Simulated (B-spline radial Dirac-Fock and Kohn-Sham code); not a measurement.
What relativity does to the binding energies of Rb²⁵⁺

System: Rb²⁵⁺, [Ne] 3s2.

Both columns are ΔSCF binding energies of the configuration average from a radial B-spline solver: non-relativistic Hartree-Fock with a point nucleus, and Dirac-Fock with a finite nucleus and the Coulomb interaction alone, averaged over the two j levels with weights 2j+1.

```
shell  Hartree-Fock (eV)  Dirac-Fock (eV)  shift (eV)  shift (%)
   1s            16181.8          16477.6     +295.75      +1.83
   2s             3172.1           3245.7      +73.64      +2.32
   2p             2985.6           3007.5      +21.90      +0.73
   3s             1217.5           1238.1      +20.59      +1.69
```

Relativity binds 1s, 2s, 2p, 3s more strongly, among those listed most of all 2s in relative terms.

Values without a named source are computed, but for edge energies of neutral atoms, which are taken from tables.
